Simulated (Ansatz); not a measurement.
Computed with Ansatz on PBE0-D4/def2-TZVP structures; ΔE is electronic, products minus reactants. CCSD(T)/CBS is the MP2 limit (def2-TZVPP, def2-QZVPP) plus CCSD(T) − MP2 in def2-TZVPP, frozen cores. Functionals use def2-TZVPP. HSE06 is defined as in plane-wave codes. For Ge outer-core shells are correlated without core-valence functions, which leaves a few kJ/mol of doubt a bond. Scalar relativity is left out up to krypton. Each species was taken in one conformer, which may not be the lowest.

`[BH2][GeH]([CH3])[SiH3]` → `C[SiH2][BH][GeH3]`  (isomerisation)

Problem. Is it downhill or uphill in electronic energy at CCSD(T)/CBS, and by how much? (Best estimate.)

Solution. Computed: Uphill: ΔE = +21.9 kJ/mol.

Problem. What do these levels give: r2SCAN-D4, r2SCAN0-D4, PBE-QIDH, PBE, BLYP, HSE06? (Best estimate.)

Solution. Computed: r2SCAN-D4 17.3, r2SCAN0-D4 18.1, PBE-QIDH 21.4, PBE 17.6, BLYP 20.4, HSE06 18.0 kJ/mol.

Largest T1 diagnostic among the species: 0.012.

Leaving LDA and LC-ωPBE aside and taking each functional with its dispersion term where it has one, the values, not all of them listed here, spread over 18.5 kJ/mol, from B97M-V to B2PLYP. LDA lies −7.5 kJ/mol from PBE without D4. In def2-TZVPP, CCSD(T) changes the Hartree–Fock value by +4.9 kJ/mol (the triples alone add +0.9 kJ/mol) and MP2 by +10.8 kJ/mol.
